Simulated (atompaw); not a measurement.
# As (Z = 33): PAW (atompaw) pseudisation with PBEsol, scalar-relativistic reference atom.

* Element: As (Z = 33)
* Generator: atompaw 4.2.0.5
* Type: PAW
* Functional: PBEsol
* Relativity: scalar-relativistic
* Frozen core: [Ar] 3d10
* Valence charge: 5
* Reference configuration: 4s1.5 4p3.5
* Partial waves: 4s (bound): rc 2.20 bohr; 4s channel at 0.3 Ry: rc 2.20 bohr; 4p (bound): rc 2.20 bohr; 4p channel at 3 Ry: rc 2.20 bohr; 4d channel at 0.05 Ry: rc 2.20 bohr; 4d channel at 2.4 Ry: rc 2.20 bohr
* Local potential: troulliermartins scheme with l = 3 at 0 Ry, radius 1.70 bohr
* Core correction: smooth core density matched at 2.00 bohr
* Augmentation charge: besselshape compensation charge, radius 2.10 bohr; PAW radius 2.20 bohr; waves and projectors: custom rrkj vanderbiltortho

All-electron outer shells of the reference configuration (PBEsol, scalar-relativistic, ld1.x):

```json
{"shell": "3p", "level (eV)": "-134.33", "outermost node (bohr)": "0.22", "outermost maximum (bohr)": "0.52"}
{"shell": "3d", "level (eV)": "-41.48", "outermost node (bohr)": "–", "outermost maximum (bohr)": "0.47"}
{"shell": "4s", "level (eV)": "-14.95", "outermost node (bohr)": "0.73", "outermost maximum (bohr)": "1.61"}
{"shell": "4p", "level (eV)": "-5.53", "outermost node (bohr)": "0.78", "outermost maximum (bohr)": "1.97"}
```

Problem. Estimate the cutoffs (Ry, on a coarse ladder) from which the occupation-weighted sum of valence levels, in a spherical-Bessel basis at the reference potential, stays within 10 and 1 mRy of its value at 400 Ry.

Solution. 10 Ry and 15 Ry.

Problem. Does the potential have ghost states?

Solution. No extra level below or beside the all-electron valence levels (s, p, d, f tested).

Problem. Is the overlap operator S = 1 + Σ q|β⟩⟨β| positive definite (Bessel basis up to 400 Ry)?

Solution. Yes: its lowest eigenvalue is 0.28 (s channel).

Problem. Which valence shell sets the plane-wave cutoff?

Solution. 4p: its level needs 12 Ry to come within 1 mRy, against 8 Ry for 4s.
